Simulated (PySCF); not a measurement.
C2H8O2Si3.
Atom-mapped SMILES: `[CH:1]#[C:2][Si@@H:3]([O:4][SiH3:5])[SiH2:6][OH:7]` (hydrogens: H8 on C1; H9 on Si3; H10, H11, H12 on Si5; H13, H14 on Si6; H15 on O7)

The geometry is computed with GFN2-xTB (gas phase).

Give the optimised bond lengths and angles.

| bond | length (Å) | order |
| --- | --- | --- |
| C1≡C2 | 1.203 | triple |
| C2–Si3 | 1.860 | single |
| Si3–O4 | 1.631 | single |
| O4–Si5 | 1.613 | single |
| Si3–Si6 | 2.299 | single |
| Si6–O7 | 1.632 | single |
| C1–H8 | 1.053 | single |
| Si3–H9 | 1.477 | single |
| Si5–H10, Si5–H11, Si5–H12 | 1.462 | single |
| Si6–H13 | 1.475 | single |
| Si6–H14 | 1.463 | single |
| O7–H15 | 0.952 | single |

Bonds in one row agree within 0.01 Å and their mean is given. Orders are formal, as drawn. A selection of angles:
| angle | degrees |
| --- | --- |
| C2–C1–H8 | 179.4 |
| C1–C2–Si3 | 178.3 |
| C2–Si3–O4 | 107.7 |
| C2–Si3–Si6 | 113.8 |
| C2–Si3–H9 | 104.6 |
| O4–Si3–Si6 | 107.8 |
| O4–Si3–H9 | 102.5 |
| Si6–Si3–H9 | 119.4 |
| Si3–O4–Si5 | 159.3 |
| O4–Si5–H10 | 104.5 |
| O4–Si5–H11 | 107.3 |
| H10–Si5–H11 | 112.3 |
| H10–Si5–H12 | 112.7 |
| Si3–Si6–O7 | 110.3 |
| Si3–Si6–H13 | 112.7 |
| Si3–Si6–H14 | 116.6 |
| O7–Si6–H13 | 108.4 |
| O7–Si6–H14 | 99.7 |
| H13–Si6–H14 | 108.2 |
| Si6–O7–H15 | 123.3 |

Dihedral angles: C2–Si3–O4–Si5 43° (synclinal); C2–Si3–Si6–O7 73° (synclinal); H15–O7–Si6–Si3 59° (synclinal).

Si3 (oxygen-bound silicon) is distorted tetrahedral (angles from 102.5° to 119.4°). Si5 (oxygen-bound silicon) is distorted tetrahedral (angles from 104.5° to 112.7°). O4 (siloxane oxygen) is bent (angle 159.3°). Si6 (oxygen-bound silicon) is distorted tetrahedral (angles from 99.7° to 116.6°).

Point group: C1 (no symmetry element, even within 0.4 Å). No frequency check. The numbers are those of one conformer (C2–Si3–O4–Si5 43°, C2–Si3–Si6–O7 73°, Si3–Si6–O7–H 59°).
